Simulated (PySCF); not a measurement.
**Identify the compound**

Molecular formula: C$_{6}$H$_{12}$BNO. Simulated spectra:

1H NMR (300 MHz, computed): δ 8.75 (s, 1H), 5.93 (d, 1H), 5.74 (m, 1H), 1.58 (d, 3H), 0.79 (s, 6H).

13C{1H} NMR (computed): δ 161.5 (CH), 133.4 (CH), 132.4 (CH), 17.0 (CH3), 7.9 (CH3).

One conformer, no relativistic terms, fast rotation and ring inversion assumed for equivalent nuclei, no solvent model. Shielding tensors at PBE/pcSseg-1 (GIAO); geometry: PBE0-D3(BJ)/def2-SVP; PySCF.

Chemical shifts δ = σref − σ; TMS for 1H (σref 31.20), 13C (σref 180.03), all at this level.

Q: Choose the structure that fits.
A. C[O+](C)[B@H-](C#N)C1CC1
B. C/C=C/N(C=O)B(C)C
C. C[NH2+][B@H-](C)c1ccco1
D. C/C=C\N(C=O)B(C)C

A: D. 

5 carbon signals for 6 carbons: some carbons are equivalent by symmetry or fast rotation. Carbon types of the structure: 3 × CH, 3 × CH3, which accounts for all hydrogens. δC 161.5: amide carbonyl carbon; lone-pair donation from the attached heteroatom keeps it upfield of a ketone carbonyl. δC 133.4: β carbon of an enol-ether or enamine type C=C. δC 132.4: alkene carbon bearing nitrogen; an sp2 carbon of a C=C bond. δH 8.75: hydrogen on an amide carbonyl carbon. δH 1.58: hydrogen on an allylic methyl carbon; allylic position.

The others: C[NH2+][B@H-](C)c1ccco1 would give 6 carbon signals, not 5; C[O+](C)[B@H-](C#N)C1CC1 would give 7 signals for carbon-bound and other non-exchanging H, not 5; C/C=C/N(C=O)B(C)C has carbons computed at 164.8, 138.2, 125.4, 19.2, 11.5.

A carbon bonded to boron is broadened by the quadrupolar boron nucleus and is often missing from a measured spectrum. Shifts are as computed. Against solution values, carbons near 30 ppm lie about +2 ppm off and those near 130 ppm about +2 ppm. Of 1309 compounds with measured shifts, 239 miss one by over three times the rms of a fit or turn the order of signals round; such compounds aren't used in these exercises. No couplings were computed; multiplicities are counted from neighbouring protons, with m where these are inequivalent, close in shift, in a saturated or five-membered ring or joined by F or P, and br s for small geminal =CH2 splittings.
